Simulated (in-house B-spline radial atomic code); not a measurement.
**BLYP excitations of P IV (P3+)**

Method: BLYP. Computed with an all-electron radial atomic-structure program (B-spline basis): linear response of the closed shell [Ne] 3s2 with the functional's adiabatic kernel; non-relativistic, point nucleus, no spin-orbit coupling, no double excitations, S, P, D and F terms only.

Command:
```bash
python run_td.py task.json out
```
Settings (radii: box in bohr, nucleus in fm):
```
Z                        15
electrons                12
configuration            [Ne] 3s2
hamiltonian              nr
method                   b88,lyp
box_radius               23.08
intervals                52
```

Time taken, with all properties: 0.1 s on 1 thread of Intel(R) Xeon(R) 6975P-C (Granite Rapids), on a shared host.

The lowest states, in the order of their Tamm-Dancoff energies; the method's threshold (minus the highest occupied level) is 45.47 eV. Labels give the largest channel, * marks a mixed state, and oscillator strengths are full-response dipole values. Semilocal kernels can invert the small singlet-triplet splittings of Rydberg terms. Energies in eV:

| state | full response | Tamm-Dancoff | oscillator strength |
| --- | --- | --- | --- |
| 3s → 3p 3P | 7.895 | 8.157 | - |
| 3s → 3p 1P | 13.127 | 13.706 | 1.46 |
| 3s → 3d 3D | 21.504 | 21.620 | - |
| 3s → 3d 1D | 23.638 | 23.645 | - |
| 3s → 4s 3S | 27.286 | 27.292 | - |
| 3s → 4s 1S | 28.256 | 28.288 | - |
| 3s → 4p 3P | ? | ? | - |
| 3s → 4p 1P | ? | ? | ? |
| 3s → 4d 3D | 34.62 | 34.64 | - |
| 3s → 4d 1D | 34.87 | 34.88 | - |
| 3s → 4f 3F | 35.79 | 35.80 | - |
| 3s → 4f 1F | 35.90 | 35.91 | - |
| 3s → 5s 3S | 36.21 | 36.21 | - |
| 3s → 5s 1S | 36.51 | 36.52 | - |
| 3s → 5p 3P | 37.45 | 37.45 | - |
| 3s → 5p 1P | 37.59 | 37.60 | 0.0254 |

Problem. Where does 3s → 4p 3P lie?

Solution. At 30.43 eV in full response, 30.44 eV in Tamm-Dancoff.

Problem. Where does 3s → 4p 1P lie?

Solution. At 30.84 eV in full response, 30.87 eV in Tamm-Dancoff, oscillator strength 0.0542.

Problem. How large is the singlet-triplet splitting of 3s → 3p (P terms) in Tamm-Dancoff?

Solution. 5.55 eV, from the unrounded values.

Problem. What polarisabilities and dispersion coefficient does the method give?

Solution. Dipole 6.512 bohr³, quadrupole 13.94 bohr⁵, C6 16.18 hartree·bohr⁶ for two such species.
